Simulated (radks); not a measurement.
Neutral potassium inside a hard spherical wall (all orbitals vanish at R), configuration held at [Ar] 4s1 and not refilled when levels cross. All-electron calculation, non-relativistic Kohn-Sham, r2SCAN, spin-polarised, spherical densities, point nucleus; open shells are filled with parallel spins first; meta-GGA in the generalised Kohn-Sham scheme. Program: a radial shooting solver on a logarithmic mesh with Libxc functionals. Eigenvalues in eV for spin up, with the zero of energy where the potential of the charges vanishes at infinity; a dash marks a level that is unbound or too diffuse for the functional's potential to be trusted. A positive occupied level is held by the wall or, in an anion where self-interaction has pushed it up, behind a barrier. The pressure on the wall is -dE/dV.

R (bohr),E (hartree),kinetic (hartree),e(2p),e(3s),e(3p),e(4s),"e(4p, empty)","e(5s, empty)",pressure (GPa)
free,-599.88753,599.263,-283.72,-36.453,-19.476,-2.585,-0.922,-,0
15,-599.88745,599.263,-283.70,-36.440,-19.463,-2.577,-0.887,0.881,0.000686
10,-599.88318,599.290,-283.40,-36.148,-19.176,-2.351,-0.352,3.843,0.0770
8,-599.86832,599.354,-282.87,-35.636,-18.675,-1.766,0.743,8.285,0.516
7,-599.84737,599.427,-282.39,-35.188,-18.241,-1.039,1.965,12.747,1.43
5,-599.69311,599.901,-280.43,-33.500,-16.632,3.686,8.873,34.754,15.9
4,-599.37882,600.926,-277.45,-31.350,-14.511,12.166,19.641,64.534,80.3
3.5,-598.97883,602.294,-274.01,-29.075,-12.140,21.627,30.708,92.714,217
